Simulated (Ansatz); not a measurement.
The cluster Si₄Ge⁻. Charge -1, multiplicity 2. Geometry B3LYP-D4/def2-SVPD, basis def2-TZVPD, Ansatz.

```xyz
5

Si    0.578    2.876    1.629
Si    0.200    1.005    0.565
Si   -0.061   -1.321    0.663
Si   -0.476   -2.450   -1.277
Ge   -0.241   -0.110   -1.580
```

| run | HOMO (eV) | LUMO (eV) |
| --- | --- | --- |
| A | -1.28 | 1.05 |
| B | -1.06 | 0.88 |
| C | -1.46 | 1.17 |
| D | -0.83 | 0.53 |
| E | -0.57 | 0.33 |

B3LYP takes the VWN-RPA correlation. Another isomer (doublet) lies 1.71 eV lower at PBE0-D4/def2-TZVPD; other spin states weren't run for this one.

HOMO and LUMO are taken over both spins.

**Question.** The runs used B3LYP, PBE, PBE0, r2SCAN, r2SCAN0. Estimate which is which.

**Answer.** A PBE0 (25 % exact exchange); B B3LYP (20 % exact exchange); C r2SCAN0 (25 % exact exchange); D r2SCAN (0 % exact exchange); E PBE (0 % exact exchange). Exact exchange lowers occupied and raises empty levels; among semilocal functionals meta-GGAs tend to open the gap a little, and such runs are hard to tell apart. The gap grows from 0.90 eV (PBE) to 2.63 eV (r2SCAN0). At PBE0-D4/def2-TZVPD, r2SCAN0-D4/def2-TZVPD the charge -1 doublet is spin-contaminated (final ⟨S²⟩ up to 1.00, 0.75 for a pure state).
